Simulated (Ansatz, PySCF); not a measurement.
Process, species as SMILES: CB(C)F [fluoro(dimethyl)borane] → [CH2]B(C)F + H atom (the C-H bond at the site shown breaks; other sites are not compared here)
Each molecule is optimised on its own at B3LYP-D3(BJ)/def2-TZVP (Ansatz, a quantum-chemistry and plane-wave program), one conformer each, not searched for the lowest. Frequencies are from Ansatz.
Geometry of the first species:
```
B
F 1 1.3424
C 1 1.5646 2 117.56
H 3 1.0911 1 113.07 2 -23.94
H 3 1.0918 4 109.52 1 126.55
H 3 1.0978 4 107.02 5 114.57
C 1 1.5647 2 117.47 3 -179.98
H 7 1.0912 1 112.94 2 -26.07
H 7 1.0916 8 109.52 1 126.69
H 7 1.0978 8 106.87 9 114.66
```

Wanted: bond dissociation energy (0 K, with B3LYP-D3(BJ) harmonic zero-point energies), in kcal/mol. Correlated levels leave the core frozen unless marked. Open shells are spin-unrestricted. Spin-orbit coupling is left out. Non-relativistic. CBS marks a two-point X^-3 extrapolation of the correlation energy; Hartree-Fock from the larger set. [CCSD(T)-MP2]/basis is that difference in the basis named.

RI-MP2/CBS(aug-cc-pVTZ,aug-cc-pVQZ)+[CCSD(T)-MP2]/aug-cc-pVTZ (Ansatz) gives 96.6 kcal/mol.

Task: Another calculation gave 90.6 kcal/mol. Which level was it?
(A) revPBE/def2-TZVPD (Ansatz)
(B) HF/def2-TZVPD (PySCF)
(C) SVWN5/def2-TZVPD (Ansatz)
(D) M06-2X/def2-TZVPD (PySCF)

Result: A, revPBE/def2-TZVPD (Ansatz). The others give 94.5 (M06-2X), 105.8 (SVWN5), 68.8 (HF) kcal/mol.
